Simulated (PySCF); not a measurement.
**CaO and its ions**

PBE; PySCF, no relativity, basis sets Ca def2-SVPD, O def2-SVPD. Neutral (UKS): singlet (closed shell), Re = 1.837 Å, ωe = 755 cm⁻¹, De = 5.17 eV, HOMO -3.89 eV, LUMO -2.51 eV.

CaO⁻ (UKS): doublet (σ ↑), Re = 1.901 Å, ωe = 667 cm⁻¹, De = 4.21 eV to Ca + O⁻. The energies at the minima are -752.35672 hartree for CaO and -752.38743 for CaO⁻.

Work out the adiabatic electron affinity, without and with harmonic zero-point energies (1 hartree = 27.2114 eV, 1 eV = 8065.5 cm⁻¹), and the change of the bond length.

At PBE: 0.03071 hartree = 0.836 eV between the minima; the zero-point term (755.0 − 667.0)/2 cm⁻¹ = +0.005 eV makes it 0.841 eV. Re changes by +6.4 pm against the neutral. The electron enters a σ orbital; in so polar a molecule the change of length follows mostly from the change of the ionic charges.

For an ion De counts to the pair picked by the measured ionisation energies or electron affinities, which need not be the lowest pair at this level. The highest Kohn–Sham level is positive in this anion. Much of that is self-interaction error, but it also means that the finite basis helps to hold the extra electron. States were picked by a PBE0 search and need not be the measured ground states.
